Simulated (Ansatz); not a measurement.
Results of the Gaussian-basis code of Ansatz.

A structure relaxed at PBE0-D4/def2-TZVP, charge 0, multiplicity 1:

Cartesian coordinates in Å:
```
O -0.571 -0.708 -1.788
In 0.006 0.048 -0.052
S -0.153 -1.471 1.756
Se 0.811 2.403 0.103
H -0.506 -0.090 -2.519
H -0.624 -2.441 0.952
H 1.037 2.260 1.547
```

Question: Give its formula and SMILES.

Answer: H3InOSSe, `[OH][In]([SH])[SeH]`.

Question: Point group (tolerance 0.08 Å, 0.16 Å for H)?

Answer: Cs.

Question: Summarise the bond lengths by kind.

Answer: 1 × In–O 1.979 Å; 1 × H–O 0.960 Å; 1 × In–S 2.367 Å; 1 × In–Se 2.494 Å; 1 × H–S 1.345 Å; 1 × H–Se 1.469 Å.
